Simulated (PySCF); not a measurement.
Input file for PySCF: R-HF/STO-3G on GaH5Si (SMILES [SiH3][GaH2]), a point of a bond scan (R = 3.422 Å).

```python
from pyscf import gto, scf, dft, mp
from pyscf.data.elements import chemcore

mol = gto.M(
    atom='''
    Ga    0.02140487   -0.38021066   -0.73000771
    H    -1.28898464   -0.51608025   -1.59458557
    H     1.35851094   -0.96271666   -1.32506357
    Si   -0.03927517    0.73299862    1.42129057
    H    -0.06050594    4.11716098    0.91559037
    H     1.13421429    0.41105666    2.27100573
    H    -1.26893307    0.38791648    2.17939368
    ''',
    basis='sto-3g',
    charge=0, spin=0, verbose=3, max_memory=1800)
mf = scf.RHF(mol)
mf.conv_tol = 1e-8
mf.max_cycle = 100
mf.kernel()
if not mf.converged:
    mf = mf.newton().run(mf.mo_coeff, mf.mo_occ)
```

Task: Give the final energy of this run.

Result: -2189.0205 hartree.
